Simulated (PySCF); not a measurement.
A PySCF script (with the pyscf-properties extension) for the NMR shieldings of SMILES [SiH2]1C(=C)[C@H](C=O)CN1C, C₆H₁₁NOSi, on a GFN2-xTB geometry:

```python
import basis_set_exchange as bse
import numpy as np
from pyscf import gto, dft
from pyscf.prop import nmr

atoms = """
C    -1.824980    2.070037   -0.037346
C    -0.911177    1.116178   -0.099825
Si    0.952545    1.254684    0.103908
N     1.158057   -0.405983   -0.276593
C     2.404151   -1.091230   -0.465425
C     0.001963   -1.048467   -0.858714
C    -1.255098   -0.336255   -0.350719
C    -1.648509   -0.847456    1.006151
O    -2.770165   -1.049988    1.378496
H    -2.878992    1.877404   -0.171033
H    -1.547315    3.092408    0.155927
H     1.513099    2.234204   -0.839171
H     1.445738    1.509028    1.459583
H     3.189103   -0.548762    0.055077
H     2.674471   -1.163131   -1.526036
H     2.346436   -2.106447   -0.060559
H     0.032848   -1.007998   -1.957428
H    -0.010733   -2.107198   -0.568086
H    -2.096863   -0.442121   -1.039186
H    -0.779728   -0.988227    1.678247
"""
names = dict.fromkeys(["C", "Si", "N", "O", "H"], "pcSseg-1")
basis = {el: gto.basis.parse(bse.get_basis(n, elements=[el], fmt="nwchem")) for el, n in names.items()}
mol = gto.M(atom=atoms, basis=basis, charge=0, verbose=0)
mf = dft.RKS(mol, xc="PBE0")
mf.grids.level = 2
mf.grids.alignment = dft.numint.BLKSIZE   # the property module wants whole blocks of grid points
mf.conv_tol = 1e-9
mf.kernel()

calc = nmr.RKS(mf)   # GIAO
C = mf.mo_coeff
Co = C[:, mf.mo_occ > 0]
resp = mf.gen_response(singlet=True, hermi=2)
def vind(x):   # induced exchange potential for any number of trial vectors
    d = np.einsum("pi,xij,qj->xpq", C, 2 * x.reshape(-1, C.shape[1], Co.shape[1]), Co, optimize=True)
    return np.einsum("xpq,pi,qj->xij", resp(d - d.transpose(0, 2, 1)), C, Co, optimize=True).ravel()
mo1, _ = nmr.rhf.solve_mo1(calc, with_cphf=vind)
sigma = calc.kernel(mo1)
for i, s in enumerate(sigma):   # ppm
    print("%2d %-2s %9.2f" % (i, mol.atom_pure_symbol(i), np.trace(s) / 3))
```

Task: What are the results?

Result: 
```
 0 C      47.10
 1 C      35.36
 2 Si    385.70
 3 N     238.51
 4 C     149.86
 5 C     129.08
 6 C     123.11
 7 C     -13.74
 8 O    -309.87
 9 H      25.19
10 H      25.58
11 H      26.67
12 H      26.63
13 H      28.71
14 H      29.00
15 H      29.01
16 H      28.21
17 H      28.75
18 H      28.62
19 H      22.22
```

These numbers come from an equivalent density-fitted implementation of the same equations, which agrees with the script to about 0.01 ppm for H and up to a few tenths of a ppm for heavy atoms, so last digits may differ.

Task: Turn these shieldings into chemical shifts. Chemical shifts δ = σref − σ; ¹³C (σ = 186.93 ppm) and ²⁹Si (σ = 349.16 ppm) and ¹H (σ = 31.72 ppm) against TMS; ¹⁵N (σ = 267.73 ppm) against NH3; ¹⁷O (σ = 336.08 ppm) against H2O, all at this level.

Result: Averaging equivalent atoms: C 7: 200.7; C 1: 151.6; C 0: 139.8; C 6: 63.8; C 5: 57.8; C 4: 37.1; Si 2: -36.5; N 3: 29.2; O 8: 645.9; H 19: 9.50; H 9: 6.52; H 10: 6.13; H 12: 5.08; H 11: 5.05; H 16: 3.50; H 18: 3.10; H 17: 2.96; H 13/14/15: 2.81 ppm. Unscaled 17O shifts of doubly bonded oxygen tend to come out too high, by tens of ppm or more. Experimental scales use liquid or dissolved standards, which lie at an offset from isolated NH3 (liquid NH3: subtract about 20 ppm) and H2O (liquid H2O: subtract about 36 ppm).

Size and cost of the density-fitted run: 215 basis functions, 82 s wall time on 1 thread of an Arm Neoverse N1, shared host; peak memory 0.97 GiB.
